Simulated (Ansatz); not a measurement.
System: SnH₂, charge 0, multiplicity 3. This is an excited triplet: at this geometry the singlet lies 0.70 eV lower at CCSD(T)/CBS(def2-TZVPPD,def2-QZVPPD). SMILES: [SnH2]
Geometry: optimised at B3LYP-D3(BJ)/def2-TZVP (Ansatz, a program for electronic structure).

Quantity: vertical singlet-triplet gap (E(singlet) - E(triplet); the singlet is one closed-shell determinant, which may describe it poorly; each state is the SCF solution reached for its spin; for the singlet the Hartree-Fock reference is unstable and T1 is 0.013), in kJ/mol. Cores are frozen in the correlated levels unless marked. UHF or UKS for open shells. Spin-orbit coupling is left out. The frozen core is the preceding noble-gas configuration, with the filled d and f shells of earlier blocks. Past Kr the def2 sets carry scalar-relativistic core potentials. CBS marks a two-point X^-3 extrapolation of the correlation energy; Hartree-Fock from the larger set.

```json
[
 {"level": "B3LYP/def2-TZVPD", "program": "Ansatz", "vertical singlet-triplet gap (kJ/mol)": "-83.2"},
 {"level": "BHLYP/def2-TZVPD", "program": "Ansatz", "vertical singlet-triplet gap (kJ/mol)": "___"},
 {"level": "wB97M-V/def2-TZVPD", "program": "Ansatz", "vertical singlet-triplet gap (kJ/mol)": "___"},
 {"level": "SCS-MP2/def2-TZVPPD", "program": "Ansatz", "vertical singlet-triplet gap (kJ/mol)": "-68.7"},
 {"level": "CCSD(T)/CBS(def2-TZVPPD,def2-QZVPPD)", "program": "Ansatz", "vertical singlet-triplet gap (kJ/mol)": "-67.3"}
]
```

### Question
Fill in the missing entries.

### Answer

- BHLYP/def2-TZVPD, vertical singlet-triplet gap (kJ/mol): -74.9
- wB97M-V/def2-TZVPD, vertical singlet-triplet gap (kJ/mol): -77.2
